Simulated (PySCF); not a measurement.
C₂H₇BO, SMILES BOCC.

Geometry optimised at PBE-D3(BJ)/def2-SVP. This is a generated structure with no PubChem entry under its InChIKey; it may be hypothetical. Other conformers were not sampled.

Computed with PySCF with PBE-D3(BJ)/def2-SVP.

No scaling factor is applied to the harmonic values.

```csv
mode,ν (cm⁻¹),IR (km/mol),moving atoms (share of kinetic energy)
1,73,0.1,"H 33 %, B 24 %, O 24 %, C 20 %"
2,240,0.0,H 90 %
3,332,1.0,"H 64 %, C 20 %, O 14 %"
4,391,3.7,"H 47 %, O 22 %, C 16 %, B 15 %"
5,486,2.6,"H 56 %, O 28 %, C 15 %"
6,791,2.0,H 91 %
7,827,4.7,"H 41 %, C 35 %, O 16 %, B 8 %"
8,971,23.2,"H 70 %, B 19 %"
9,1003,40.6,"H 70 %, B 27 %"
10,1018,44.4,"C 46 %, H 38 %, O 11 %"
11,1085,10.1,"C 54 %, H 43 %"
12,1136,17.9,"H 56 %, C 36 %"
13,1176,4.1,"H 78 %, O 13 %, C 8 %"
14,1255,11.7,H 89 %
15,1319,69.7,"H 72 %, C 19 %"
16,1349,105.5,"H 63 %, C 24 %"
17,1394,91.2,"H 42 %, B 27 %, O 23 %, C 9 %"
18,1406,5.0,H 96 %
19,1423,4.4,H 92 %
20,1443,17.7,H 83 %
21,2469,110.5,H 95 %
22,2584,173.3,"H 88 %, B 12 %"
23,2956,35.2,H 95 %
24,2979,11.2,H 97 %
25,3017,16.8,"H 90 %, C 10 %"
26,3074,17.8,"H 91 %, C 9 %"
27,3078,12.9,"H 91 %, C 9 %"
```
